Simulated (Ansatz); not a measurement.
ClFH4Si2, SMILES `F[SiH2][SiH2]Cl`, relaxed with RKS PBE0-D4/def2-TZVP in the Gaussian-basis code of Ansatz from a GFN2-xTB geometry. The force threshold is 0.005 eV/Å; the program also tests the step.

Total charge 0; spin multiplicity 1.

Start:

```xyz
8

F     0.594   -1.924   -0.995
Si    1.002   -0.520   -0.311
Si   -0.946    0.598    0.222
Cl   -1.273    0.604    2.219
H     1.792    0.126   -1.355
H     1.873   -0.930    0.786
H    -0.885    2.007   -0.181
H    -2.157    0.039   -0.386
```

Task: By how much does the energy fall, and how many steps does the optimiser take? (An estimate is asked.)

Result: Ansatz gave: 14.54 kJ/mol, in 15 steps.

Task: Which bonds change most? (An estimate is asked.)

Result: Ansatz gave: Si3–Cl4 from 2.024 to 2.060 Å; Si2–Si3 from 2.309 to 2.345 Å; Si2–H5 from 1.460 to 1.487 Å; Si2–H6 from 1.459 to 1.485 Å.

Task: Give the relaxed structure. (Best estimate.)

Result: Ansatz gave: 
```xyz
8

F     0.629   -2.130   -0.456
Si    0.986   -0.570   -0.363
Si   -0.936    0.643    0.219
Cl   -1.523    0.113    2.122
H     1.494   -0.133   -1.690
H     2.048   -0.396    0.660
H    -0.633    2.097    0.213
H    -2.065    0.375   -0.706
```
